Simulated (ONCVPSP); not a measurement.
**Zr: variants of one ONCV potential**

Base potential:

zirconium, optimised norm-conserving Vanderbilt (ONCV), made with ONCVPSP 4.0.1 (PBE, scalar-relativistic). Core [Ar] 3d10 4s2, reference 4p6 4d2 5s1 (charge +1). Waves: 5s: rc 2.75 bohr, ncon 5, nbas 9, qcut 2 1/bohr, 2 projectors, debl 3.8 Ha; 4p: rc 2.25 bohr, ncon 4, nbas 8, qcut 7.3 1/bohr, 2 projectors, debl 1.3 Ha; 4d: rc 2.40 bohr, ncon 4, nbas 9, qcut 7.4 1/bohr, 2 projectors, debl 1.8 Ha. Local part: polynomial inside 1.80 bohr (lpopt 5, dvloc0 2 Ha). Core correction: Teter function, fcfact 3.25, rcfact 1.65.

In the p channel the program set the typed energies aside and used -1.438, 0.250 Ha.

Cutoffs, loose and tight: the cutoffs (Ha) at which the residual kinetic energy of the hardest occupied pseudo-wave falls to 1 and 0.1 mHa per electron. They do not see the model core or the augmentation charge, which bear on the density cutoff. Test errors are all-electron minus pseudo excitation energies from the reference, over the configurations 4p6 4d2 5s2; 4p6 4d2 5s0; 4p6 4d1 5s0; 4p6 4d1 5s2. A dash means not determined; rows that change the core or the reference have their own tests.

```tsv
change	outcome	cutoff, loose	cutoff, tight	bound ghosts	GHOST(+) flags above zero	largest test error (meV)
base	generated, projector energies reset by the program	14 Ha	24 Ha	none	s	+62
p: ncon 5, nbas 9	generated, projector energies reset by the program	14 Ha	24 Ha	none	s	+59
s: rc 2.25, qcut 2.4	failed: optimize: ERROR ps0norm > uunorm, code will stop	–	–	–	–	–
d: debl 5.9	generated, projector energies reset by the program	14 Ha	24 Ha	none	s	+61
local potential polynomial inside 1.80 bohr (lpopt 5, dvloc0 9.5 Ha)	generated, projector energies reset by the program	14 Ha	24 Ha	none	none	+61
core correction Teter function, fcfact 3.4, rcfact 1.65	generated, projector energies reset by the program	14 Ha	24 Ha	none	s	+61
p: qcut 11.2	failed: ERROR pspot: first pseudo wave function has node, program will stop	–	–	–	–	–
p: rc 2.52	generated, projector energies reset by the program	14 Ha	24 Ha	none	s	+63
```

(1) What comes out with this change to the base: s: qcut 2.4; p: qcut 8.9; d: qcut 9?

## Answers

(1) outcome: generated, projector energies reset by the program; cutoff, loose: 19 Ha; cutoff, tight: 26 Ha; bound ghosts: none; GHOST(+) flags above zero: s, p; largest test error (meV): +60.
